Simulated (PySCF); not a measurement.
**What the settings do**

Molecule: `CC(C)c1cccs1`, C₇H₁₀S; geometry GFN2-xTB.

Bonds (- single, = double, # triple, : aromatic): C1-C2, C2-C3, C2-C4, C4:C5, C5:C6, C6:C7, C7:S8, S8:C4. C1 carries H9, H10, H11; C2 carries H12; C3 carries H13, H14, H15; C5 carries H16; C6 carries H17; C7 carries H18.

All runs: PySCF 2.14.0 with density-fitted response routines, non-relativistic, gas phase unless a solvent (IEF-PCM) is named; grid level 2, GIAOs and SCF threshold 1e-9 unless changed. The yardstick, PBE0/pcSseg-1, gives these isotropic shieldings σ (ppm, equivalent atoms averaged): C4 21.2, C7 55.4, C6 56.8, C5 60.7, H18 24.63, H17 24.75, H16 24.77.

Problem. What do these inputs give? (1) B97-2/pcSseg-1; (2) PW91/pcSseg-1

Solution. 
```tsv
run	outcome	functions	wall time	C4	C7	C6	C5	H18	H17	H16
1	converged	193	46 s	24.2	57.7	59.0	62.8	24.79	24.91	24.93
2	converged	193	74 s	17.9	53.3	53.6	57.2	24.71	24.78	24.78
```

Times are on 1 thread of an Arm Neoverse N1, shared host.
